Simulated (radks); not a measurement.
Species: Pm+. Configuration: [Xe] 4f5 6s1 (the NIST ground configuration). Calculated with a radial shooting solver on a logarithmic mesh with Libxc functionals: Dirac Kohn-Sham, B86b exchange with PBE correlation, spin-unpolarised, spherical densities, finite nucleus; open shells fill j = l - 1/2 first; Fermi nuclear charge, rms radius 4.962 fm.

Normalised radial functions P(r) = r R(r) (large component), r in bohr:

r	4d5/2	5s1/2
0.001771	0.0000	0.0603
0.002794	0.0001	0.0845
0.004408	0.0003	0.1133
0.007011	0.0013	0.1413
0.01106	0.0046	0.1519
0.01759	0.0160	0.1168
0.02776	0.0507	0.0072
0.04379	0.1446	-0.1598
0.06965	0.3526	-0.2404
0.1099	0.6452	-0.0185
0.1734	0.7299	0.3334
0.2757	0.0966	0.0977
0.4351	-0.9907	-0.5043
0.6919	-1.2838	-0.0343
1.092	-0.6272	0.8965
1.722	-0.1205	0.7782
2.739	-0.0064	0.2098
4.322	-0.0001	0.0165
6.819	0.0000	0.0002
10.85	0.0000	0.0000

4d5/2: eigenvalue -126.60 eV, 1 radial node at r = 0.288 bohr, <r> = 0.693 bohr, 90 % of the charge inside 1.04 bohr. 5s1/2: eigenvalue -47.810 eV, 4 radial nodes at r = 0.0284, 0.112, 0.295, 0.702 bohr, <r> = 1.44 bohr, 90 % of the charge inside 2.08 bohr.
